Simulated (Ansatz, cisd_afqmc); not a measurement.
Species: SiH, charge 1, singlet. A triplet may lie lower; no result for it is given here. SiH+ (parent SMILES [SiH], singlet).
B3LYP-D3(BJ)/def2-TZVP minimum from Ansatz (a first-principles code):
```xyz
2

Si     0.0000     0.0000    -0.1010
H      0.0000     0.0000     1.4139
```
Charge +1, spin multiplicity 1.

Total energies in aug-cc-pV(D+d)Z, 4 correlated electrons, 5 frozen orbitals. Open shells are spin-unrestricted; no spin-orbit coupling. Correlated methods leave the cores frozen. No relativity. AFQMC is phaseless with a CISD trial state; ± is one standard error, without the phaseless bias. Outlying blocks are dropped, and bars are widened where a walk drifts. Over all cases where full CI ran beside it in this data, AFQMC minus full CI had a median of +0.1 mEh and passed +0.4 mEh in a tenth of the cases. The restricted determinant of HSi+ (parent SMILES [SiH], singlet) is unstable towards broken spin symmetry in at least one set run.

```tsv
method	program	energy (Eh)	error against FCI (mEh)
HF	Ansatz	-289.15748	85.86
MP2	Ansatz	-289.21723	26.10
CCSD	Ansatz	-289.24168	1.66
CCSD(T)	Ansatz	-289.24289	0.45
CCSDT(Q)	Ansatz	-289.24332	0.01
CCSDTQ	Ansatz	-289.24334	0.00
AFQMC/CISD	cisd_afqmc	-289.2431 ± 0.0001	0.2 ± 0.1
FCI	Ansatz	-289.24334	0.00
```
